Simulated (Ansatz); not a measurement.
Born–Oppenheimer molecular dynamics of Cl$_{2}$H$_{2}$O$_{2}$Sn (7 atoms, charge 0, multiplicity 1). It goes on from the last frame of an earlier run, with new velocities.

All numbers below come from RKS PBE-D4/def2-SVP (Ansatz 0.2.0).

```yaml
ensemble: NVT, Langevin thermostat
time_step: 0.25 fs
steps_asked: 150
set_temperature: 400 K
friction: 0.001 /fs
seed: 265662
```

First frame:

```xyz
7
Properties=species:S:1:pos:R:3
Sn -0.034 -0.017 0.011
Cl -0.210 0.135 2.330
Cl 2.103 -0.062 -0.814
O -0.790 1.700 -0.777
H -1.711 1.659 -0.386
O -1.105 -1.665 -0.568
H -0.964 -2.381 0.133
```

**Question.** What does the run give?

**Answer.** All steps were run.

```yaml
steps_done: 150
time_covered: 37.5 fs
mean_temperature_over_the_second_half: 304 K
spread_of_the_potential_energy_over_the_second_half: 3.6 meV per atom
mean_potential_energy_of_the_second_half_above_the_start: 9.0 meV per atom
```

The mean temperature of the second half is 24 % below the set value. A run of 0.037 ps of so small a system gives no equilibrium averages.

**Question.** What happens to the structure?

**Answer.** The same pairs are bonded in the first frame and the last. Pairs count as bonded within 1.25 times the sum of covalent radii (0.12 Å more for H–H). Another seed would give other details.

**Question.** How do temperature and energy run in time?

**Answer.** 
| time (fs) | T (K) | potential energy less start (eV) |
| --- | --- | --- |
| 0.0 | 343 | 0.000 |
| 1.8 | 350 | -0.003 |
| 3.5 | 341 | 0.005 |
| 5.2 | 385 | -0.021 |
| 7.0 | 392 | -0.021 |
| 8.8 | 423 | -0.044 |
| 10.5 | 456 | -0.087 |
| 12.2 | 433 | -0.061 |
| 14.0 | 430 | -0.057 |
| 15.8 | 386 | -0.014 |
| 17.5 | 316 | 0.041 |
| 19.2 | 317 | 0.032 |
| 21.0 | 273 | 0.084 |
| 22.8 | 281 | 0.071 |
| 24.5 | 285 | 0.073 |
| 26.2 | 276 | 0.091 |
| 28.0 | 349 | 0.037 |
| 29.8 | 342 | 0.041 |
| 31.5 | 349 | 0.028 |
| 33.2 | 323 | 0.045 |
| 35.0 | 254 | 0.104 |
| 36.8 | 294 | 0.081 |

The run took 7 min on 2 threads of Intel(R) Xeon(R) Platinum 8259CL CPU @ 2.50GHz (Skylake/Cascade Lake), with other jobs on the host, peak memory 0.18 GiB.
